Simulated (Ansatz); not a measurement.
trans-Mg(H2O)2(hfac)2 (C₁₀H₆F₁₂MgO₆). Total charge 0; singlet. Geometry r2SCAN-D4/def2-SVP, basis def2-TZVP, Ansatz.

```xyz
35

C     1.9614   -0.7307   -2.1108
C     2.9631   -0.2097   -3.1541
C     1.9152   -2.1105   -1.8490
C     0.9899   -2.6427   -0.9351
C     0.9514   -4.1651   -0.7245
C    -1.9616    0.7306    2.1113
C    -2.9608    0.2102    3.1574
C    -1.9142    2.1106    1.8507
C    -0.9900    2.6424    0.9355
C    -0.9528    4.1644    0.7230
F     3.8095    0.6553   -2.5811
F     2.3095    0.4336   -4.1309
F     3.6889   -1.1870   -3.7171
F    -0.2693   -4.6345   -1.0159
F     1.2125   -4.4542    0.5566
F     1.8390   -4.8218   -1.4858
F    -2.3052   -0.4348    4.1317
F    -3.8100   -0.6531    2.5862
F    -3.6835    1.1881    3.7233
F     0.2700    4.6340    1.0050
F    -1.8347    4.8222    1.4901
F    -1.2232    4.4523   -0.5566
Mg   -0.0014   -0.0003   -0.0008
O    -1.6770    0.0495   -1.3099
O     1.6751   -0.0500    1.3074
O     1.2585    0.1717   -1.5903
O     0.1461   -2.0156   -0.2465
O    -1.2601   -0.1720    1.5895
O    -0.1486    2.0148    0.2444
H    -2.0796   -0.8197   -1.4538
H    -1.4657    0.3903   -2.1918
H     1.4652   -0.3880    2.1906
H     2.0795    0.8190    1.4478
H     2.5854   -2.7802   -2.3844
H    -2.5823    2.7808    2.3881
```

```
run  HOMO (eV)  LUMO (eV)
  A      -6.49      -3.41
  B      -8.62      -1.65
  C      -7.61      -2.61
  D      -6.75      -3.36
```

Single mean-field runs in def2-TZVP are fitted with def2-universal-jkfit. Another isomer (singlet) lies 0.04 eV lower at PBE0-D4/def2-TZVP; other spin states weren't run for this one.

Task: The runs used BHLYP, PBE, PBE0, r2SCAN. Estimate which is which.

Result: A PBE (0 % exact exchange); B BHLYP (50 % exact exchange); C PBE0 (25 % exact exchange); D r2SCAN (0 % exact exchange). Exact exchange lowers occupied and raises empty levels; among semilocal functionals meta-GGAs tend to open the gap a little, and such runs are hard to tell apart. The gap grows from 3.08 eV (PBE) to 6.97 eV (BHLYP).
